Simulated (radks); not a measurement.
The numbers below are computed, except where a source is named.
Fractional charge and spin in the 5s shell of zirconium: the spin-up occupation runs from 0 to 1 and the spin-down occupation from 0 to 1; the fullest corner is Zr, [Kr] 4d(up 1, down 1) 5s(up 1, down 1). Code: a radial shooting solver on a logarithmic mesh with Libxc functionals. Model: scalar-relativistic Kohn-Sham, r2SCAN, spin-polarised, spherical densities, finite nucleus; meta-GGA in the generalised Kohn-Sham scheme; Fermi nuclear charge, rms radius of each element as measured or else 0.836 A^(1/3) + 0.57 fm. Energy (eV) above the fullest corner. The planes named below are the two flat planes that join the four corners, with an edge along up + down = one added electron.

| down \ up | 0 | 0.25 | 0.5 | 0.75 | 1 |
|---|---|---|---|---|---|
| 0 | 19.724 | 16.043 | 12.648 | 9.554 | 6.761 |
| 0.25 | 16.043 | 12.768 | 9.779 | 7.078 | 4.672 |
| 0.5 | 12.648 | 9.779 | 7.185 | 4.869 | 2.844 |
| 0.75 | 9.554 | 7.078 | 4.869 | 2.935 | 1.286 |
| 1 | 6.761 | 4.672 | 2.844 | 1.286 | 0.000 |

Corners above the fullest one (they belong to Zr+ and the next ion): (up 1, down 0) 6.761 eV, (up 0, down 1) 6.761 eV, (up 0, down 0) 19.724 eV. With half an added electron in each spin the energy lies 0.424 eV from the planes, and with half an added electron in spin up alone -0.594 eV. The planes are only a guide here: the flat-plane condition holds for ground states with one frontier orbital, while this shell lies below other occupied shells, so the corners above the fullest one are inner-hole states and not the ground states of those ions.
